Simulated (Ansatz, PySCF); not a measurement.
HGa, triplet, geometry from GFN2-xTB (such geometries of metal compounds can be far from the true shape) (the spin is typed, not shown lowest), with bond 2-1 at 2.4 times its length. Base run: CASSCF(2,3)/cc-pVDZ (PySCF).

Here is a job for PySCF.
```python
from pyscf import gto, scf, mcscf
import numpy

mol = gto.Mole()
mol.atom = '''
    Ga   -0.000000   -0.000000   -0.053767
    H     0.000000    0.000000    4.075572
'''
mol.basis = 'cc-pvdz'
mol.charge = 0
mol.spin = 2
mol.verbose = 4
mol.build()

mf = scf.ROHF(mol)
mf.kernel()
mc = mcscf.CASSCF(mf, 3, 2)
mc.fix_spin_(ss=2.0)
mc.kernel()
occ = numpy.linalg.eigvalsh(mc.fcisolver.make_rdm1(mc.ci, mc.ncas, mc.nelecas))[::-1]
ss = mc.fcisolver.spin_square(mc.ci, mc.ncas, mc.nelecas)[0]
print('natural occupations', occ.round(4), ' <S^2>', round(ss, 4))
```

Programs used: Ansatz (a first-principles code), PySCF; a row that names a program was run with it.

Each row names what was changed in the base input (with any setting that the change needs).

```json
[
 {"change": "base", "ΔE vs base (kcal/mol)": "0.000", "natural occupations": "1.00 1.00 0.00", "<S^2> of the state": "2.00"},
 {"change": "code = ansatz; correction = SC-NEVPT2, all electrons", "ΔE vs base (kcal/mol)": "-34.32", "natural occupations": "-", "<S^2> of the state": "-"},
 {"change": "fix_spin_ = off", "ΔE vs base (kcal/mol)": "0.000", "natural occupations": "1.00 1.00 0.00", "<S^2> of the state": "2.00"},
 {"change": "orbitals = fixed (CASCI); correction = SC-NEVPT2", "ΔE vs base (kcal/mol)": "-34.32", "natural occupations": "1.00 1.00 0.00", "<S^2> of the state": "2.00"},
 {"change": "active space = 8 electrons, 9 orbitals", "ΔE vs base (kcal/mol)": "-23.42", "natural occupations": "2.00 2.00 1.92 1.00 0.99 0.04 0.03 0.01 0.01", "<S^2> of the state": "2.00"},
 {"change": "active space = 2 electrons, 4 orbitals", "ΔE vs base (kcal/mol)": "0.000", "natural occupations": "1.00 1.00 0.00 0.00", "<S^2> of the state": "2.00"},
 {"change": "active space = 10 electrons, 8 orbitals", "ΔE vs base (kcal/mol)": "-15.67", "natural occupations": "2.00 2.00 2.00 1.93 1.00 1.00 0.04 0.04", "<S^2> of the state": "2.00"},
 {"change": "orbitals = fixed (CASCI)", "ΔE vs base (kcal/mol)": "0.000", "natural occupations": "1.00 1.00 0.00", "<S^2> of the state": "2.00"},
 {"change": "state_average = 2 states", "ΔE vs base (kcal/mol)": "0.024", "natural occupations": "-", "<S^2> of the state": "-"},
 {"change": "correction = SC-NEVPT2", "ΔE vs base (kcal/mol)": "-34.32", "natural occupations": "1.00 1.00 0.00", "<S^2> of the state": "2.00"},
 {"change": "solver = newton", "ΔE vs base (kcal/mol)": "0.000", "natural occupations": "1.00 1.00 0.00", "<S^2> of the state": "2.00"}
]
```

Active orbitals are taken around the Fermi level unless the row says otherwise; CASSCF can end in different local minima, and two programs can end on different orbitals. State-averaged rows give the lowest state.

Open shells are given as the SCF converged; they aren't shown to be the lowest states, and a large step between rows can be another state.

Ansatz warned in this series: the state or the total is in doubt.
